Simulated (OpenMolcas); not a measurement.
Nb2+.

```json
{"Program": "OpenMolcas", "Basis": "ANO-RCC-VTZP [7s6p4d2f1g]", "Scalar Hamiltonian": "DKH2, point nucleus", "Active space": "3 electrons in 6 orbitals (4d 5s)", "State averaging": "2S+1 = 4 even, 20 roots; 2S+1 = 2 even, 70 roots kept (CI in the orbitals of an earlier block)", "Spin-orbit coupling": "RASSI with atomic mean-field integrals over the reference wave functions, term energies averaged over their components"}
```

Two sets of levels on these reference wave functions, in cm-1 above 4d3 4F 3/2: one from CASSCF and one from MS-CASPT2, IPEA 0.25 Eh, imaginary shift 0.1 Eh (closed shells correlated: 4s 4p).

```csv
Level,Set 1,Set 2
4d3 4F 3/2,0.0,0.0
4d3 4F 5/2,538,523
4d3 4F 7/2,1225,1206
4d3 4F 9/2,2020,2010
4d3 4P 3/2,8830,11300
4d3 4P 1/2,8910,11310
4d3 2G 7/2,9690,11850
4d3 4P 5/2,9860,12230
4d3 2G 9/2,10290,12450
4d3 2P 1/2,11010,13780
4d3 2P 3/2 [53 %],11280,14100
4d3 2H 9/2,13700,16140
4d3 2H 11/2,14050,16530
4d3 2D 3/2(1) [72 %],13480,16670
4d3 2D 5/2(1),13690,16950
4d3 2F 7/2,20480,25140
```

**Question.** Which set is which?

**Answer.** Set 1 is MS-CASPT2. Its levels of the other terms of 4d3 lie at 0.78 to 0.85 of the other set's values, as expected, since terms of lower spin or lower L gain more correlation energy than the Hund ground term. Against 12 measured levels (the list in Shadmi, J. Res. Natl. Bur. Stand. 70A, 435 (1966)) the mean absolute deviation is 380 cm-1 with it and 2400 cm-1 without; single levels miss by up to 790 cm-1 with it.

CASPT2 does not keep the components of a term degenerate, so their means are used; among the terms shown or strongly mixed into the levels shown the widest spread is 730 cm-1 (4d3 4F, MS-CASPT2). Terms from blocks run as CI alone lack orbitals of their own. Configurations are named by rounded mean occupations; where the s occupation lies near a half they are strongly mixed, a name can repeat and a true partner stay unpaired. Without dynamic correlation excited terms often stand tens of per cent too high (terms of higher spin than the ground term too low), and those without a measured partner can miss by more than the paired ones (holds for CASSCF). Computed and measured levels are paired by configuration, term and J; levels that our copy of the source lacks, or whose pairing is in doubt (as where it misses far off the trend of its configuration), stay unpaired and out of the deviations. Levels of configurations outside the active space are missing. The table leaves out levels that lie high or whose names do not pair safely across all columns.

A share in square brackets marks a mixed level and gives the weight of the term that names it, the lowest over the columns. A number in round brackets counts repeated terms of one configuration in the order of the reference energies.
